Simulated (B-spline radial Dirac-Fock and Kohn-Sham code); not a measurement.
Calculated with a radial B-spline solver, using multi-electron Dirac-Fock with separately optimised hole states, Breit and Lamb-shift corrections added in first order. Free neutral atoms up to Cf, the lines Kα1, Kβ1, Lα1, Lβ1, Lβ2, Lγ1, Lℓ and Mα1 where both subshells are closed (so no Lα of most 3d metals and no Mα of most lanthanides); Na, Y were not searched.

Q: Ho Lα1 is computed at 6718.5 eV. Which of the searched lines of other elements lie within 80 eV and could overlap it in an energy-dispersive spectrum?

A: Gd Lβ1 at 6713.3 eV (-5); Lu Lℓ at 6746.2 eV (+28).
